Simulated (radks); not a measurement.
Q: Species: Lu III. Configuration: [Xe] 4f14 6s1 (the NIST ground configuration). All-electron calculation, Dirac Kohn-Sham, PW91, spin-unpolarised, spherical densities, finite nucleus; Fermi nuclear charge, rms radius 5.37 fm. Program: a radial shooting solver on a logarithmic mesh with Libxc functionals. Some entries of the table are withheld. Estimate them.

| orbital | occ. | eigenvalue (hartree) | r(max) (bohr) | <r> (bohr) |
|---|---|---|---|---|
| 1s1/2 | 2 | -2321.323 | 0.01213 | 0.01932 |
| 2s1/2 | 2 | -395.4495 | 0.06950 | 0.08124 |
| 2p1/2 | 2 | -377.5530 | 0.05192 | 0.06740 |
| 2p3/2 | 4 | -336.4743 | 0.05844 | 0.07501 |
| 3s1/2 | 2 | -90.10109 | 0.1960 | 0.2122 |
| 3p1/2 | 2 | (1) | 0.1838 | 0.2020 |
| 3p3/2 | 4 | (2) | 0.1973 | 0.2162 |
| 3d3/2 | 4 | -59.90750 | 0.1552 | 0.1898 |
| 3d5/2 | 6 | -57.99446 | 0.1589 | 0.1942 |
| 4s1/2 | 2 | -18.44155 | 0.4466 | 0.4779 |
| 4p1/2 | 2 | -15.20830 | 0.4474 | 0.4850 |
| 4p3/2 | 4 | -13.21454 | 0.4761 | 0.5177 |
| 4d3/2 | 4 | -7.89270 | 0.4758 | 0.5410 |
| 4d5/2 | 6 | -7.52881 | 0.4850 | 0.5525 |
| 5s1/2 | 2 | -2.87771 | 1.043 | 1.169 |
| 5p1/2 | 2 | -1.97924 | 1.132 | 1.305 |
| 5p3/2 | 4 | -1.72137 | 1.220 | 1.412 |
| 4f5/2 | 6 | (3) | (4) | 0.7114 |
| 4f7/2 | 8 | (5) | (6) | 0.7263 |
| 6s1/2 | 1 | -0.64692 | 2.734 | 3.059 |

A: 
(1) 3p1/2 eigenvalue (hartree): -82.16683
(2) 3p3/2 eigenvalue (hartree): -73.40521
(3) 4f5/2 eigenvalue (hartree): -1.02101
(4) 4f5/2 r(max) (bohr): 0.4659
(5) 4f7/2 eigenvalue (hartree): -0.96489
(6) 4f7/2 r(max) (bohr): 0.4713
